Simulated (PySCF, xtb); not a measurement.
C2H6BCl, SMILES CCBCl.

GFN2-xTB (xtb) at its own geometry gives an orbital gap of 4.01 eV and a dipole moment of 1.56 D.

Coordinates come from a B3LYP-D3(BJ)/def2-SVP optimisation. Other conformers were not sampled.

What does CAM-B3LYP/def2-TZVP (PySCF) give? (Estimate from the structure and the level; the computed values follow.)

gap 9.58 eV (levels -9.71 and -0.13 eV), dipole 1.39 D.
